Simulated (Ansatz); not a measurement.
`O=[CH][Al]([OH])[SiH3]` → `C[SiH]1[O][Al]1[OH]`  (isomerisation)

Isolated molecules relaxed with PBE0-D4/def2-TZVP in Ansatz; ΔE leaves out vibrations. CBS: MP2 limit from def2 TZ/QZ plus the TZ coupled-cluster correction, frozen cores. DFT in def2-TZVPP. One conformer a species, not always the lowest.

```json
{"species": "`O=[CH][Al]([OH])[SiH3]`", "PBE-D4 energy (Eh)": "-723.11394"}
{"species": "`C[SiH]1[O][Al]1[OH]`", "PBE-D4 energy (Eh)": "-723.20299"}
```

Task: Work out ΔE.

Result: ΔE = (-723.20299) − (-723.11394) = -0.08905 Eh = -55.9 kcal/mol. CCSD(T)/CBS gives -59.0 kcal/mol.

Largest T1 diagnostic among the species: 0.016.

From PBE to PBE0 (25 % exact exchange), in def2-TZVPP and without D4, ΔE moves by −2.4 kcal/mol. In def2-TZVPP, CCSD(T) changes the Hartree–Fock value by −7.0 kcal/mol (the triples alone add −0.5 kcal/mol) and MP2 by −12.8 kcal/mol.
